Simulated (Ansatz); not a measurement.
Isolated molecules relaxed with PBE0-D4/def2-TZVP in Ansatz; ΔE leaves out vibrations. CCSD(T)/CBS is the MP2 limit (def2-TZVPP, def2-QZVPP) plus CCSD(T) − MP2 in def2-TZVPP, frozen cores. Functionals use def2-TZVPP. B3LYP here is the variant with VWN-RPA as its local correlation; programs differ in this. For Ge outer-core shells are correlated without core-valence functions, which leaves a few kJ/mol of doubt a bond. Scalar relativity is left out up to krypton. One conformer a species, not always the lowest.

Reaction (substitution at a C–C bond): `CC1(Cl)C[SiH2]1` + `[OH][GeH]([OH])[OH]` → `C[O][GeH]([OH])[OH]` + `ClC1C[SiH2]1`

| level | ΔE (kcal/mol) | difference from CCSD(T)/CBS |
| --- | --- | --- |
| PBE-D4 | 15.9 | -1.2 |
| r2SCAN-D4 | 16.2 | -0.9 |
| B3LYP-D4 | 14.9 | -2.2 |
| ωB97X-V | 15.3 | -1.8 |
| B2PLYP | 15.3 | -1.8 |
| PBE | 15.2 | -1.9 |
| PBE0 | 15.6 | -1.5 |
| B3LYP | 13.7 | -3.4 |
| MP2/def2-TZVPP | 18.5 | 1.4 |
| SCS-MP2/def2-TZVPP | 16.6 | -0.5 |
| CCSD/def2-TZVPP | 15.9 | -1.2 |
| HF/def2-QZVPP | 12.5 | -4.6 |
| MP2/def2-QZVPP | 18.8 | 1.7 |
| SCS-MP2/def2-QZVPP | 17.0 | -0.1 |
| MP2/CBS(def2) | 19.2 | 2.1 |
| CCSD/CBS(def2) | 16.6 | -0.5 |
| CCSD(T)/CBS | 17.1 | 0 |

Largest T1 diagnostic among the species: 0.012.

The D4 term adds +1.2 kcal/mol with B3LYP and +0.6 kcal/mol with PBE0; it sums over pairs of atoms, weighted by their polarisabilities, and B3LYP, whose exchange is more repulsive, gets the larger term. In def2-TZVPP, CCSD(T) changes the Hartree–Fock value by +3.8 kcal/mol (the triples alone add +0.5 kcal/mol) and MP2 by +5.9 kcal/mol.
